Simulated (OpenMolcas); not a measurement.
**Fe IV: effect of the IPEA shift**

```yaml
Program: OpenMolcas
Basis: ANO-RCC-VTZP [6s5p3d2f1g]
Scalar_Hamiltonian: DKH2, point nucleus
Active_space: 5 electrons in 5 orbitals (3d)
State_averaging: 2S+1 = 6 even, 1 root; 2S+1 = 4 even, 24 roots kept (CI in the orbitals of an earlier block); 2S+1 = 2 even, 75 roots kept (CI in the orbitals of an earlier block)
Spin-orbit_coupling: state interaction with AMFI integrals over the reference wave functions, term energies averaged over their components
```

Methods on the same reference wave functions:
A. CASSCF
B. MS-CASPT2, IPEA 0 Eh, imaginary shift 0.1 Eh (closed shells correlated: 3s 3p)
C. MS-CASPT2, IPEA 0.25 Eh, imaginary shift 0.1 Eh (closed shells correlated: 3s 3p)

Energies in cm-1 above 3d5 6S 5/2, the measured ground level; measured values from Corliss and Sugar, J. Phys. Chem. Ref. Data 11, 135 (1982).

```tsv
Level	A	B	C	Measured
3d5 6S 5/2	0.0	0.0	0.0	0.0
3d5 4G 5/2	37355	33870	33920	
3d5 4G 7/2	37381	33900	33950	
3d5 4G 11/2	37388	33910	33960	32246
3d5 4G 9/2	37396	33920	33960	
3d5 4P 5/2	43013	37210	37400	35254
3d5 4P 3/2	43087	37290	37480	35333
3d5 4P 1/2	43174	37390	37570	35407
3d5 4D 7/2	46507	40460	40570	38779
3d5 4D 1/2	46590	40550	40660	38897
3d5 4D 3/2	46657	40620	40730	
3d5 4D 5/2	46674	40640	40750	
3d5 2I 11/2	53255	49510	49720	
3d5 2I 13/2	53318	49590	49800	
3d5 2D 5/2(1) [69 %]	59898	52090	52610	49542
3d5 2D 3/2(1)	60527	52610	53120	50051
3d5 2F 7/2(1)	61746	54250	54760	51394
3d5 4F 9/2	62727	55070	55220	52621
3d5 4F 7/2	62783	55130	55280	52695
3d5 4F 3/2	62967	55300	55460	
3d5 2H 9/2 [75 %]	65503	58900	59360	56058
3d5 2H 11/2	65750	59350	59820	56369
3d5 2G 7/2(1)	67717	59950	60390	57408
3d5 2G 9/2(1) [74 %]	67928	60340	60790	57721
```

Deviations, from unrounded energies. A percentage is the sum of absolute deviations over the sum of measured energies, with the sign that they share, or ± where signs differ.

| Against measurement | Levels | A | B | C |
| --- | --- | --- | --- | --- |
| mean absolute deviation (cm-1) | 15 | 9000 | 2300 | 2600 |
| other terms of the ground configuration (%) | 15 | +19.2 | +5.0 | +5.6 |

B lies closest to measurement on these levels and A furthest from it. The largest miss of B in the table is 3d5 2H 11/2, by +3000 cm-1. The ranking rests on the paired levels alone, and a cruder setting can come out closer through cancelling errors.

Between B and C the level of the table that moves most is 3d5 2D 5/2(1) [69 %], by 520 cm-1 (lowest in B, highest in C). Moves below CASPT2's spread within the term are not significant.

The mean deviations of B to C differ by less than CASPT2's widest spread within a term (620 cm-1), so their order carries little weight.

From A to B the spin-free energies of the other terms of 3d5 shown, above 6S, scale by factors of 0.87 to 0.93, as is usual when dynamic correlation screens the repulsion within a d or f shell.

The lowest spin-free term lies below A's lowest term by 0.383 hartree in B, 0.373 hartree in C.

CASPT2 breaks the degeneracy within a term, and the mean is taken; among the terms shown or strongly mixed into the levels shown the widest spread is 620 cm-1 (3d5 4F, C). Terms from blocks run as CI alone lack orbitals of their own. Without dynamic correlation excited terms often stand tens of per cent too high (terms of higher spin than the ground term too low), and those without a measured partner can miss by more than the paired ones (holds for A). Some levels mix across a computed gap that differs much from the measured one, so their mixing is not that of the real levels (holds for A). Blocks of more than 70 roots (2S+1 = 2 even) ran without multistate coupling (holds for B; C). The CASPT2 spread within a term exceeds the gap to the next term for 3d5 2F(1) and 3d5 4F, so the order of their levels is uncertain, and so are names and mixing where such terms share a J (holds for C). Measured partners are found by configuration, term and J. A level has none where our copy of the source lacks it or the pairing is in doubt (some pairs that miss far off the trend of their configuration count as doubtful), and it then counts in no deviation. Only configurations of the active space appear. Levels that lie high or do not pair safely by name in every column are left out.

A share in square brackets marks a mixed level and gives the weight of the term that names it, the lowest over the columns. A number in round brackets counts repeated terms of one configuration in the order of the reference energies.
